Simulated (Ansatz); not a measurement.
Mulliken charges of CH₅GaO₂S, SMILES `C[O][Ga]([OH])[SH]` from PBE/def2-TZVPP in Ansatz (PBE0-D4/def2-TZVP geometry).

```
atom   x (Å)   y (Å)   z (Å)  charge (e)
  C1  -0.334  -0.498  -1.684      -0.131
  O2   0.021   0.546  -0.805      -0.324
 Ga3   0.190   0.295   0.939       0.478
  O4  -0.106  -1.356   1.532      -0.362
  S5   0.739   1.987   2.206      -0.249
  H6  -0.461  -1.462  -1.180       0.098
  H7  -1.275  -0.250  -2.188       0.093
  H8   0.442  -0.611  -2.448       0.093
  H9  -0.006  -1.464   2.480       0.176
 H10   0.790   2.814   1.148       0.128
```

**Question.** By hand: the dipole of these point charges (1 e Å = 4.8032 D).

**Answer.** Σ q r = (-0.040, -0.095, -0.137) e Å, of length 0.171 e Å = 0.82 D.

**Question.** How does the dipole of the full density compare? (Estimate.)

**Answer.** Ansatz gave: (-0.001, -0.047, 0.078) e Å, 0.44 D; the point charges give 1.86 times that, at 113° from its direction.

Point charges leave out the atoms' own dipoles, such as those of lone pairs, and Mulliken's split depends on the basis, so the two needn't agree.
